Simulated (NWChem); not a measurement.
System: GeH3O3, doublet; SMILES [OH][Ge]([OH])[OH]

Here is an NWChem input.

```
start job
memory heap 200 mb stack 900 mb global 1100 mb
geometry units angstroms noautoz
  O     -0.514421    -1.564339     0.497084
  Ge     0.000000     0.000000    -0.179166
  O      1.611968     0.336667     0.497084
  O     -1.097546     1.227671     0.497084
  H      0.136609    -2.260315     0.345722
  H      1.889186     1.248464     0.345722
  H     -2.025795     1.011851     0.345722
end
basis spherical
  * library 3-21g
end
dft
  odft
  mult 2
  xc b3lyp
  iterations 150
  mulliken
end
task dft energy
```

Excerpt of the output:

```
             Northwest Computational Chemistry Package (NWChem) 7.3.0
             --------------------------------------------------------

 C3  symmetry detected

                             Geometry "geometry" -> ""
                             -------------------------

 Output coordinates in angstroms (scale by  1.889725989 to convert to a.u.)

  No.       Tag          Charge          X              Y              Z
 ---- ---------------- ---------- -------------- -------------- --------------
    1 O                    8.0000     1.64674976    -0.00000035     0.37447603
    2 Ge                  32.0000    -0.00000000    -0.00000000    -0.30177397
    3 O                    8.0000    -0.82337457     1.42612730     0.37447603
    4 O                    8.0000    -0.82337518    -1.42612695     0.37447603
    5 H                    1.0000     2.10452388     0.83586233     0.22311403
    6 H                    1.0000    -1.77613995     1.40463998     0.22311403
    7 H                    1.0000    -0.32838393    -2.24050231     0.22311403

 Effective nuclear repulsion energy (a.u.)     307.0131682843

      Symmetry information
      --------------------

 Group name             C3
 Group number              5
 Group order               3
 No. of unique centers     3

                                 NWChem DFT Module
                                 -----------------

 Summary of "ao basis" -> "ao basis" (spherical)
 ------------------------------------------------------------------------------
       Tag                 Description            Shells   Functions and Types
 ---------------- ------------------------------  ------  ---------------------
 O                           3-21g                   5        9   3s2p
 Ge                          3-21g                  10       22   5s4p1d
 H                           3-21g                   2        2   2s

      Symmetry analysis of basis
      --------------------------

        a          21
        e+         17
        e-         17

  Rotation of axis

            General Information
            -------------------
          SCF calculation type: DFT
          Wavefunction type:  spin polarized.
          No. of atoms     :     7
          No. of electrons :    59
           Alpha electrons :    30
            Beta electrons :    29
          Charge           :     0
          Spin multiplicity:     2
          Use of symmetry is: on ; symmetry adaption is: on
          Maximum number of iterations: 150
          AO basis - number of functions:    55
                     number of shells:    31
          Convergence on energy requested:  1.00D-06
          Convergence on density requested:  1.00D-05
          Convergence on gradient requested:  5.00D-04

              XC Information
              --------------
                         B3LYP Method XC Potential
                     Hartree-Fock (Exact) Exchange  0.200
                        Slater Exchange Functional  0.800 local
                    Becke 1988 Exchange Functional  0.720 non-local
              Lee-Yang-Parr Correlation Functional  0.810
                  VWN I RPA Correlation Functional  0.190 local

             Grid Information
             ----------------
          Grid used for XC integration:  medium
          Radial quadrature: Mura-Knowles
          Angular quadrature: Lebedev.
          Tag              B.-S. Rad. Rad. Pts. Rad. Cut. Ang. Pts.
          ---              ---------- --------- --------- ---------
          O                   0.60       49          10.0       434
          Ge                  1.25      112           7.0       590
          H                   0.35       45          10.0       434
          Grid pruning is: on
          Number of quadrature shells:   206
          Spatial weights used:  Erf1

      Superposition of Atomic Density Guess
      -------------------------------------

 Sum of atomic energies:       -2289.87530032

      Non-variational initial energy
      ------------------------------

 Total energy =   -2290.586265
 1-e energy   =   -3806.661243
 2-e energy   =    1209.061810
 HOMO         =      -0.171585
 LUMO         =       0.115407

   Symmetry analysis of molecular orbitals - initial alpha
   -------------------------------------------------------

  Numbering of irreducible representations:

     1 a           2 e+          3 e-

  Orbital symmetries:

     1 a           2 a           3 e+          4 e+          5 a
     6 a           7 e+          8 e+          9 a          10 e+
    11 e+         12 a          13 a          14 e+         15 e+
    16 e+         17 e+         18 a          19 e+         20 e+
    21 a          22 e+         23 e+         24 a          25 e+
    26 e+         27 a          28 e+         29 e+         30 a
    31 a          32 e+         33 e+         34 a          35 e+
    36 e+         37 a          38 a          39 e+         40 e+

   Symmetry analysis of molecular orbitals - initial beta
   ------------------------------------------------------

  Numbering of irreducible representations:

     1 a           2 e+          3 e-

  Orbital symmetries:

     1 a           2 a           3 e+          4 e+          5 a
     6 a           7 e+          8 e+          9 a          10 e+
    11 e+         12 a          13 a          14 e+         15 e+
    16 e+         17 e+         18 a          19 e+         20 e+
    21 a          22 e+         23 e+         24 a          25 e+
    26 e+         27 a          28 e+         29 e+         30 a
    31 a          32 e+         33 e+         34 a          35 e+
    36 e+         37 a          38 a          39 e+         40 e+

     ---------------------------------------------
      Total Density - Mulliken Population Analysis
     ---------------------------------------------

    Atom       Charge   Shell Charges
 -----------   ------   -------------------------------------------------------
    1 O    8     9.05   1.99  0.44  2.28  1.44  2.91
    2 Ge  32    30.37   2.00  2.00  5.99  2.00  5.94  0.69  0.75  0.60  0.43  9.97
    3 O    8     9.05   1.99  0.44  2.28  1.44  2.91
    4 O    8     9.05   1.99  0.44  2.28  1.44  2.91
    5 H    1     0.49   0.32  0.18
    6 H    1     0.49   0.32  0.18
    7 H    1     0.49   0.32  0.18

     --------------------------------------------
      Spin Density - Mulliken Population Analysis
     --------------------------------------------

    Atom       Charge   Shell Charges
 -----------   ------   -------------------------------------------------------
    1 O    8     0.10   0.00  0.00  0.05  0.00  0.04
    2 Ge  32     0.68   0.00  0.00  0.00  0.00  0.00  0.12  0.12  0.35  0.09  0.00
    3 O    8     0.10   0.00  0.00  0.05  0.00  0.04
    4 O    8     0.10   0.00  0.00  0.05  0.00  0.04
    5 H    1     0.00   0.00  0.00
    6 H    1     0.00   0.00  0.00
    7 H    1     0.00   0.00  0.00

   convergence    iter        energy       DeltaE   RMS-Dens  Diis-err
 ---------------- ----- ----------------- --------- --------- ---------
 d= 0,ls=0.0,diis     1  -2293.1004970552 -2.60D+03  1.56D-02  2.89D-01
                                                     1.60D-02  3.07D-01
 d= 0,ls=0.0,diis     2  -2292.9908823542  1.10D-01  8.19D-03  6.54D-01
                                                     8.77D-03  6.24D-01
 d= 0,ls=0.0,diis     3  -2293.2499659913 -2.59D-01  4.65D-04  3.22D-03
                                                     5.17D-04  4.02D-03
 d= 0,ls=0.0,diis     4  -2293.2511719540 -1.21D-03  1.75D-04  4.27D-05
                                                     1.70D-04  7.68D-05
 d= 0,ls=0.0,diis     5  -2293.2512174043 -4.55D-05  3.74D-05  2.89D-06
                                                     2.93D-05  1.24D-06
  Resetting Diis
 d= 0,ls=0.0,diis     6  -2293.2512190983 -1.69D-06  1.00D-05  1.60D-07
                                                     9.16D-06  7.00D-08
 d= 0,ls=0.0,diis     7  -2293.2512192211 -1.23D-07  3.14D-06  6.69D-09
                                                     2.25D-06  6.08D-09

         Total DFT energy =    -2293.251219221092
      One electron energy =    -3808.092673692969
           Coulomb energy =     1313.834683902774
    Exchange-Corr. energy =     -106.006397715199
 Nuclear repulsion energy =      307.013168284302

 Numeric. integr. density =       59.000008148808

                  Occupations of the irreducible representations
                  ----------------------------------------------

                     irrep           alpha         beta
                     --------     --------     --------
                     a                12.0         11.0
                     e+               18.0         18.0
                     e-                0.0          0.0

                    DFT Final Alpha Molecular Orbital Analysis
                    ------------------------------------------

 Vector   28  Occ=1.000000D+00  E=-2.934035D-01  Symmetry=e+
              MO Center=  6.7D-01,  3.8D-01,  3.5D-01, r^2= 2.7D+00
   Bfn.  Coefficient  Atom+Function         Bfn.  Coefficient  Atom+Function
  ----- ------------  ---------------      ----- ------------  ---------------
     9      0.380989  1 O  pz                 5      0.325671  1 O  pz
    39      0.276909  3 O  py                35      0.231340  3 O  py
     7     -0.222820  1 O  px                40     -0.220461  3 O  pz
    36     -0.193567  3 O  pz                 3     -0.188919  1 O  px
     8      0.176893  1 O  py                49     -0.160528  4 O  pz

 Vector   29  Occ=1.000000D+00  E=-2.934035D-01  Symmetry=e+
              MO Center= -6.7D-01, -3.8D-01,  3.5D-01, r^2= 2.7D+00
   Bfn.  Coefficient  Atom+Function         Bfn.  Coefficient  Atom+Function
  ----- ------------  ---------------      ----- ------------  ---------------
    49      0.347247  4 O  pz                40     -0.312645  3 O  pz
    45      0.299782  4 O  pz                47      0.297865  4 O  px
    36     -0.264296  3 O  pz                43      0.254483  4 O  px
    39      0.165076  3 O  py                35      0.146682  3 O  py
     7      0.134981  1 O  px                48      0.128779  4 O  py

 Vector   30  Occ=1.000000D+00  E=-1.993034D-01  Symmetry=a
              MO Center= -8.1D-16, -2.4D-15, -3.7D-01, r^2= 3.0D+00
   Bfn.  Coefficient  Atom+Function         Bfn.  Coefficient  Atom+Function
  ----- ------------  ---------------      ----- ------------  ---------------
    23      0.591430  2 Ge s                 22     -0.337998  2 Ge pz
     9      0.263708  1 O  pz                40      0.263708  3 O  pz
    49      0.263708  4 O  pz                 5      0.213314  1 O  pz
    36      0.213314  3 O  pz                45      0.213314  4 O  pz
    19      0.196171  2 Ge s                 15     -0.181296  2 Ge s

 Vector   31  Occ=0.000000D+00  E= 5.996361D-02  Symmetry=e+
              MO Center=  1.3D-01,  1.1D-01, -3.1D-01, r^2= 4.5D+00
   Bfn.  Coefficient  Atom+Function         Bfn.  Coefficient  Atom+Function
  ----- ------------  ---------------      ----- ------------  ---------------
    24      0.893045  2 Ge px                 6     -0.642234  1 O  s
    46      0.446355  4 O  s                 51      0.279584  5 H  s
    20      0.272006  2 Ge px                55     -0.210387  7 H  s
    37      0.195880  3 O  s                  9      0.173979  1 O  pz
    39     -0.171752  3 O  py                16     -0.153780  2 Ge px

 Vector   32  Occ=0.000000D+00  E= 5.996361D-02  Symmetry=e+
              MO Center= -1.3D-01, -1.1D-01, -3.1D-01, r^2= 4.5D+00
   Bfn.  Coefficient  Atom+Function         Bfn.  Coefficient  Atom+Function
  ----- ------------  ---------------      ----- ------------  ---------------
    25      0.893045  2 Ge py                37     -0.628497  3 O  s
    46      0.483885  4 O  s                 53      0.282885  6 H  s
    21      0.272006  2 Ge py                47      0.221378  4 O  px
    55     -0.201368  7 H  s                 40      0.164702  3 O  pz
    17     -0.153780  2 Ge py                 8     -0.150154  1 O  py

 Vector   33  Occ=0.000000D+00  E= 6.790965D-02  Symmetry=a
              MO Center=  4.5D-15, -5.9D-15,  3.3D-01, r^2= 4.8D+00
   Bfn.  Coefficient  Atom+Function         Bfn.  Coefficient  Atom+Function
  ----- ------------  ---------------      ----- ------------  ---------------
     6      0.525646  1 O  s                 37      0.525646  3 O  s
    46      0.525646  4 O  s                 26     -0.490056  2 Ge pz
    51     -0.472485  5 H  s                 53     -0.472485  6 H  s
    55     -0.472485  7 H  s                 23     -0.303457  2 Ge s
    22     -0.271409  2 Ge pz                47      0.209851  4 O  px

                     DFT Final Beta Molecular Orbital Analysis
                     -----------------------------------------

 Vector   27  Occ=1.000000D+00  E=-3.167593D-01  Symmetry=a
              MO Center= -2.6D-15,  2.1D-14,  2.5D-01, r^2= 3.3D+00
   Bfn.  Coefficient  Atom+Function         Bfn.  Coefficient  Atom+Function
  ----- ------------  ---------------      ----- ------------  ---------------
    47      0.255382  4 O  px                39     -0.229056  3 O  py
    43      0.228139  4 O  px                 8      0.213278  1 O  py
    35     -0.205320  3 O  py                 4      0.189828  1 O  py
     9      0.175074  1 O  pz                40      0.175074  3 O  pz
    49      0.175074  4 O  pz                22      0.166531  2 Ge pz

 Vector   28  Occ=1.000000D+00  E=-2.800879D-01  Symmetry=e+
              MO Center=  1.3D-01,  7.1D-01,  3.7D-01, r^2= 2.7D+00
   Bfn.  Coefficient  Atom+Function         Bfn.  Coefficient  Atom+Function
  ----- ------------  ---------------      ----- ------------  ---------------
    40     -0.390937  3 O  pz                 9      0.371719  1 O  pz
    36     -0.330032  3 O  pz                 5      0.310350  1 O  pz
    39      0.242191  3 O  py                35      0.200629  3 O  py
    47      0.141956  4 O  px                43      0.111567  4 O  px
    25      0.104644  2 Ge py                 7     -0.072348  1 O  px

 Vector   29  Occ=1.000000D+00  E=-2.800879D-01  Symmetry=e+
              MO Center= -1.3D-01, -7.1D-01,  3.7D-01, r^2= 2.7D+00
   Bfn.  Coefficient  Atom+Function         Bfn.  Coefficient  Atom+Function
  ----- ------------  ---------------      ----- ------------  ---------------
    49      0.440319  4 O  pz                45      0.369724  4 O  pz
     9     -0.236803  1 O  pz                40     -0.203516  3 O  pz
     5     -0.201907  1 O  pz                47      0.181310  4 O  px
     7      0.179343  1 O  px                36     -0.167817  3 O  pz
    43      0.156293  4 O  px                 3      0.147722  1 O  px

 Vector   30  Occ=0.000000D+00  E=-1.083656D-01  Symmetry=a
              MO Center= -8.4D-16, -1.1D-15, -4.4D-01, r^2= 3.0D+00
   Bfn.  Coefficient  Atom+Function         Bfn.  Coefficient  Atom+Function
  ----- ------------  ---------------      ----- ------------  ---------------
    23      0.649925  2 Ge s                 22     -0.307142  2 Ge pz
     9      0.257818  1 O  pz                40      0.257818  3 O  pz
    49      0.257818  4 O  pz                 5      0.200468  1 O  pz
    36      0.200468  3 O  pz                45      0.200468  4 O  pz
    15     -0.189543  2 Ge s                 19      0.169404  2 Ge s

[...]
```

Level: B3LYP/3-21G, spin-unrestricted. In the optimisation the excess spin sits in a (C3, its own frame). The geometry was optimised at PBE0/def2-SVP, spin-unrestricted. No stability test was run on the SCF state.
